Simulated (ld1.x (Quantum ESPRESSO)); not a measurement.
# What one change does to a pseudopotential (selenium (Se), ultrasoft)

```
Element                 : Se
Generator               : ld1.x (Quantum ESPRESSO) 7.5
Type                    : ultrasoft
Functional              : LDA (PZ)
Relativity              : scalar-relativistic
Frozen core             : [Ar] 3d10
Valence charge          : 6
Reference configuration : 4s2 4p4
Partial waves           : 4s (bound): rcut 1.30, rcutus 1.50 bohr; 4s channel at -0.9 Ry: rcut 1.30, rcutus 1.50 bohr; 4p (bound): rcut 1.40, rcutus 1.60 bohr; 4p channel at 2.2 Ry: rcut 1.40, rcutus 1.60 bohr
Local potential         : all-electron potential smoothed inside 1.15 bohr (lloc = -1)
Core correction         : a·sin(br)/r model core inside 0.90 bohr
Augmentation charge     : built from norm-conserving waves at rcut, not smoothed further
```

All-electron outer shells of the reference configuration (LDA (PZ), scalar-relativistic, ld1.x):

```csv
shell,level (eV),outermost node (bohr),outermost maximum (bohr)
3p,-152.70,0.21,0.50
3d,-53.39,–,0.45
4s,-17.49,0.70,1.51
4p,-6.66,0.74,1.80
```

Change: functional PBE.

Cutoffs: the cutoffs (Ry, on a coarse ladder) from which the occupation-weighted sum of valence levels, in a spherical-Bessel basis at the reference potential, stays within 10 and 1 mRy of its value at 400 Ry; they do not see the model core or the augmentation charge, which bear on the density cutoff. Errors are all-electron minus pseudo energies relative to the spin-unpolarised reference configuration.

Q: What does the change do?

A: The potential gets softer (15 Ry and 35 Ry → 15 Ry and 30 Ry); the number of tests with a reliable result goes from 9 to 1 (the test run of the changed file stopped, so its transferability is not established); the range in which the s phases agree widens (upper end 0.4 → at the end of the scan); neither file shows a bound ghost.

| quantity | base | changed |
| --- | --- | --- |
| cutoff, loose | 15 Ry | 15 Ry |
| cutoff, tight | 35 Ry | 30 Ry |
| bound ghosts | none | none |
| tests with a reliable result | 9 of 9 | 1 of 7 (the test run stopped) |
| error for 4s2 4p3, meV [ΔE 11.01 → 10.84 eV] | -3.4 | -2.9 |
| s: phases at 1.74 bohr within 0.05 rad from the reference energy up to (Ry; the scan ends near 5) | 0.4 | to the end of the scan |
| p: phases at 1.74 bohr within 0.05 rad from the reference energy up to (Ry; the scan ends near 5) | to the end of the scan | to the end of the scan |
| lowest overlap eigenvalue by channel | s 0.20, p 0.34 | s 0.19, p 0.33 |
